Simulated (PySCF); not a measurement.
# How methods differ on the excitation energy of V+

V+ [Ar] 3d4 (5D) → V+ [Ar] 3d3 4p1 (high-spin determinant), as a difference of total energies. Calculation: PySCF 2.14, in aug-cc-pVDZ; no relativity, point nucleus. Correlated levels: valence: [Ar] frozen. The calculations carry no spin-orbit coupling.

```tsv
method	excitation energy (cm⁻¹)
UHF	29392
MP2 (valence)	33710
SCS-MP2 (valence)	30832
CCSD (valence)	33837
CCSD(T) (valence)	33788
```

The determinant of the upper state mixes LS terms, which raises its energy above the lowest term, most at the Hartree-Fock and MP2 levels.
